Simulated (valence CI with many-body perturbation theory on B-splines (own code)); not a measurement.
# E1 line list for Si⁸⁺

Calculated by valence CI with perturbative core correlation (CI+MBPT): four valence electrons over a frozen Dirac-Fock core [He], a basis of 11 s, 11 p, 9 d, 7 f, 5 g, 2 h, 1 i functions for each j, with the one-electron correlation potential Σ1 (screened to all orders), the two-electron term Σ2, the three-electron term Σ3, Breit, model QED; selected single and double excitations, second order for the rest, scaled by the run's own slope (own B-spline code, finite nucleus).

No measured spectrum was set against this ion. As an estimate, levels of excited configurations hold to 0.05 to 0.15 % of their energy, terms of the ground configuration to about 0.5 %.

Lines 201 to 250 of 275 in falling wavelength, among levels below 242.18 eV, chosen from the strongest by gf and those to the six lowest levels. Wavelengths and rates use the calculated energies, so an error of 200 cm⁻¹ moves a line at 56.60 Å by 0.011 % and its rate by three times that or more. Electric multipoles are in the length gauge, E1 and E2 with the static RPA response of the core. Weak lines are less certain than strong ones. Lines between different terms over intervals too small for the method are left out, as are lines whose strength nearly cancels. The highest levels of a list are the least certain.

Names give the largest LS component (configuration and term), which can be under half, so a name can repeat, a term be missing and a line seem to break the LS rules; names also repeat where a configuration has a term twice.

```
λ vac (Å)            Upper         Lower   A (s⁻¹)  log gf  Branch %
    56.60   2s 2p2 3s 3D_1  2s 2p3 5S°_2  1.12e+06   -5.79       0.0
    56.60   2s 2p2 3s 3D_3  2s 2p3 5S°_2  3.81e+07   -3.89       0.0
    56.60   2s 2p2 3s 3D_2  2s 2p3 5S°_2  9.95e+06   -4.62       0.0
    56.60  2s 2p2 3p 5P°_1  2s2 2p2 1S_0  2.68e+06   -5.41       0.1
    56.09  2s2 2p 3d 3F°_2  2s2 2p2 3P_2  5.94e+09   -1.85       4.9
    56.03  2s2 2p 3d 1F°_3  2s2 2p2 1D_2  1.30e+12    0.63     100.0
    56.01  2s2 2p 3d 1P°_1  2s2 2p2 1D_2  3.07e+10   -1.36       3.8
    55.98  2s 2p2 3p 3D°_1  2s2 2p2 1S_0  1.68e+08   -3.62       0.1
    55.98  2s2 2p 3d 3F°_3  2s2 2p2 3P_2  1.66e+10   -1.26      80.1
    55.97  2s2 2p 3d 3F°_2  2s2 2p2 3P_1  6.34e+08   -2.83       0.5
    55.94  2s2 2p 3d 1D°_2  2s2 2p2 3P_2  2.27e+09   -2.27       0.8
    55.82  2s2 2p 3d 1D°_2  2s2 2p2 3P_1  2.17e+10   -1.30       7.2
    55.78   2s 2p2 3s 1D_2  2s 2p3 5S°_2  1.95e+04   -7.34       0.0
    55.69   2s 2p2 3d 5F_1  2s 2p3 5S°_2  1.80e+07   -4.60       2.5
    55.66   2s 2p2 3d 5F_2  2s 2p3 5S°_2  1.22e+08   -3.55      13.3
    55.63   2s 2p2 3d 5F_3  2s 2p3 5S°_2  2.57e+08   -3.08      23.3
    55.50  2s2 2p 3d 3D°_1  2s2 2p2 3P_2  1.59e+09   -2.66       0.1
    55.48  2s2 2p 3d 3D°_2  2s2 2p2 3P_2  4.24e+10   -1.01       4.3
    55.47  2s 2p2 3p 3P°_1  2s2 2p2 1S_0  6.82e+07   -4.02       0.0
    55.41  2s2 2p 3d 3D°_3  2s2 2p2 3P_2  1.08e+12    0.54      99.9
    55.39  2s 2p2 3p 3S°_1  2s2 2p2 1D_2  2.11e+08   -3.54       0.1
    55.38  2s2 2p 3d 3D°_1  2s2 2p2 3P_1  3.04e+11   -0.38      28.6
    55.36  2s2 2p 3d 3D°_2  2s2 2p2 3P_1  9.47e+11    0.34      95.3
    55.31  2s2 2p 3d 3D°_1  2s2 2p2 3P_0  7.54e+11    0.02      71.0
    55.28  2s2 2p 3d 3P°_2  2s2 2p2 3P_2  6.77e+11    0.19      98.3
    55.24  2s2 2p 3d 3P°_1  2s2 2p2 3P_2  2.81e+11   -0.41      43.6
    55.20  2s 2p2 3p 5D°_1  2s2 2p2 1D_2  1.12e+06   -5.81       0.1
    55.16  2s2 2p 3d 3P°_2  2s2 2p2 3P_1  3.86e+08   -3.06       0.1
    55.16  2s 2p2 3p 5D°_2  2s2 2p2 1D_2  2.32e+04   -7.28       0.0
    55.12  2s2 2p 3d 3P°_1  2s2 2p2 3P_1  3.06e+11   -0.38      47.4
    55.10  2s2 2p 3d 3P°_0  2s2 2p2 3P_1  6.13e+11   -0.55      99.9
    55.04  2s2 2p 3d 3P°_1  2s2 2p2 3P_0  5.58e+10   -1.12       8.6
    54.89  2s 2p2 3p 5P°_1  2s2 2p2 1D_2  1.41e+06   -5.72       0.0
    54.86  2s 2p2 3p 5P°_2  2s2 2p2 1D_2  1.73e+04   -7.41       0.0
    54.80  2s 2p2 3p 5P°_3  2s2 2p2 1D_2  2.99e+06   -5.03       0.2
    54.61  2s2 2p 3d 1F°_3  2s2 2p2 3P_2  2.44e+07   -4.12       0.0
    54.58  2s2 2p 3d 1P°_1  2s2 2p2 3P_2  1.28e+08   -3.77       0.0
    54.47  2s2 2p 3d 1P°_1  2s2 2p2 3P_1  1.44e+09   -2.72       0.2
    54.39  2s2 2p 3d 1P°_1  2s2 2p2 3P_0  2.62e+09   -2.46       0.3
    54.31  2s 2p2 3p 3D°_1  2s2 2p2 1D_2  9.08e+05   -5.92       0.0
    54.26  2s 2p2 3p 3D°_2  2s2 2p2 1D_2  4.77e+07   -3.98       0.0
    54.18  2s 2p2 3p 3D°_3  2s2 2p2 1D_2  4.30e+08   -2.88       0.2
    54.05  2s 2p2 3p 5S°_2  2s2 2p2 1D_2  8.53e+05   -5.73       0.0
    54.00  2s 2p2 3p 3S°_1  2s2 2p2 3P_2  1.31e+11   -0.76      50.8
    53.89  2s 2p2 3p 3S°_1  2s2 2p2 3P_1  9.13e+10   -0.92      35.4
    53.83  2s 2p2 3p 3P°_1  2s2 2p2 1D_2  1.84e+08   -3.62       0.1
    53.81  2s 2p2 3p 3S°_1  2s2 2p2 3P_0  3.35e+10   -1.36      13.0
    53.81  2s 2p2 3p 5D°_1  2s2 2p2 3P_2  5.34e+08   -3.16      46.9
    53.80  2s 2p2 3p 3P°_2  2s2 2p2 1D_2  1.97e+08   -3.37       0.1
    53.77  2s 2p2 3p 5D°_2  2s2 2p2 3P_2  3.12e+07   -4.17       5.5
```
